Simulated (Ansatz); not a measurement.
Stepwise reaction of `C[Si](F)(F)[GeH3]` with hydrogen, as a gas-phase model of exchange steps in deposition or etching. ΔE in kJ/mol.

Computed with Ansatz on PBE0-D4/def2-TZVP structures; ΔE is electronic, products minus reactants. CCSD(T)/CBS adds triple-zeta CCSD(T) − MP2 to the extrapolated MP2 energy (def2 sets, frozen cores). This one scheme is used for every species. DFT in def2-TZVPP. B3LYP here is the variant with VWN-RPA as its local correlation; programs differ in this. For Ge outer-core shells are correlated without core-valence functions, which leaves a few kJ/mol of doubt a bond. Scalar relativity is left out up to krypton.

| step | reaction | PBE-D4 | B3LYP-D4 | ωB97M-V | CCSD(T)/CBS |
| --- | --- | --- | --- | --- | --- |
| 1 | `C[Si](F)(F)[GeH3]` + H₂ → `C[SiH](F)[GeH3]` + H–F | 129.8 | 138.0 | 138.3 | 133.4 |
| 2 | `C[SiH](F)[GeH3]` + H₂ → `C[SiH2][GeH3]` + H–F | 104.5 | 113.6 | 113.0 | 108.5 |

Problem. By hand: ΔE of the 2 steps together at CCSD(T)/CBS.

Solution. (133.4) + (108.5) = 241.9 kJ/mol, or 121.0 kJ/mol a step.

In ΔE each step is lower than the one before. All are uphill at CCSD(T)/CBS. PBE-D4 differs from CCSD(T)/CBS by -4.0 to -3.6 kJ/mol a step. Isolated molecules leave out the surface, adducts and barriers. Largest T1 diagnostic: 0.012.
